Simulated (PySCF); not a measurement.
## Nuclear quadrupole coupling in 4-fluorophenyl methyl sulfone

Species: 4-fluorophenyl methyl sulfone, C7H7FO2S.
Z-matrix (Å and degrees, GFN2-xTB geometry), rows numbered from 1:
```
C 
S   1  1.8180
O   2  1.4364  1  108.27
O   2  1.4364  1  108.38  3   129.78
C   2  1.7983  1  103.25  3  -115.10
C   5  1.3819  2  119.08  1    91.13
C   6  1.3840  5  119.49  2  -179.66
C   7  1.3859  6  118.43  5     0.01
F   8  1.3444  7  118.74  6   179.77
C   8  1.3860  7  122.47  6    -0.37
C   5  1.3820  2  119.22  1   -88.88
H   1  1.0820  2  108.10  3    56.77
H   1  1.0831  2  107.64  3   -62.64
H   1  1.0819  2  108.25  3   177.76
H   6  1.0785  5  118.94  2     1.57
H   7  1.0783  6  121.76  5  -179.51
H  10  1.0783  8  119.86  7  -179.19
H  11  1.0785  5  118.98  2    -1.60
```

Field gradients from the PBE0/pcSseg-1 density (PySCF, non-relativistic), principal values in atomic units, ordered |Vxx| ≤ |Vyy| ≤ |Vzz|:

```tsv
atom	Vxx	Vyy	Vzz
S2	0.0827	0.1258	-0.2084
O3	-0.5870	-0.7577	1.3446
O4	-0.5872	-0.7568	1.3440
```

Problem. Find the asymmetry η = (Vxx − Vyy)/Vzz and the couplings χ = eQV/h (234.96 MHz × Q in barn × V in au), with Q(33S) = −0.0678 b, Q(17O) = −0.0256 b.

Solution. 
```csv
atom,environment,nucleus,η,χzz (MHz),χxx (MHz),χyy (MHz)
S2,sulfonyl sulfur,33S,0.21,3.320,-1.317,-2.004
O3,sulfonyl oxygen,17O,0.13,-8.09,3.53,4.56
O4,sulfonyl oxygen,17O,0.13,-8.08,3.53,4.55
```

The tensor is traceless: Vxx + Vyy + Vzz = 0.

Problem. What is Vzz at O4 in SI units (1 au = 9.71736 × 10²¹ V/m²)?

Solution. 1.3440 au = 13.060 × 10²¹ V/m².

Were the hydrogens deuterons (Q(2H) = 0.00286 b), χzz would run from 214 kHz (H13, H12 and H14) to 221 kHz (H16 and H17).

Geometry: GFN2-xTB, one conformer, isolated molecule. GFN2-xTB bond lengths can be off by several hundredths of an ångström, more for odd bonds, and the gradients follow them. With so small a basis the couplings can be 20 % off.

These values come from a run that also computed NMR shieldings. Hardware: x86-64 server, one thread, on a shared host. Cost: 32 s of wall time.
